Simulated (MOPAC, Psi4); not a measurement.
Internal rotation in C4H12OSi, SMILES CC(C)C[SiH2]O. Scanned: dihedral C1–C2–C4–Si5; all other coordinates were relaxed at GFN2-xTB. Heavy atoms are numbered in the order of the SMILES CC(C)C[SiH2]O, hydrogens after them in the order of the atoms that carry them; the mirror image has the same energies with the sign of each dihedral reversed.

Computed with: PBE-D3(BJ)/def2-SVP // GFN2-xTB (Psi4); PBE/def2-SVP // GFN2-xTB (Psi4); PM7, restricted, heats of formation // GFN2-xTB (MOPAC).

Energies in kcal/mol, each method relative to its own lowest point.

```tsv
φ / °	PBE-D3(BJ)/def2-SVP	PBE/def2-SVP	PM7
-160	1.2	1.3	2.4
-140	3.2	3.2	3.7
-120	4.0	4.1	4.1
-100	2.5	2.7	3.5
-80	0.8	1.1	2.7
-60	0.7	0.9	2.0
-40	1.2	1.4	3.1
-20	3.1	3.2	3.9
0	4.0	4.1	4.1
20	2.7	2.7	3.6
40	0.8	0.9	2.3
60	0.0	0.0	0.9
80	0.6	0.5	0.0
100	1.8	1.6	0.0
120	2.4	2.2	0.2
140	1.5	1.3	0.2
160	0.4	0.3	0.2
180	0.0	0.1	1.0
```
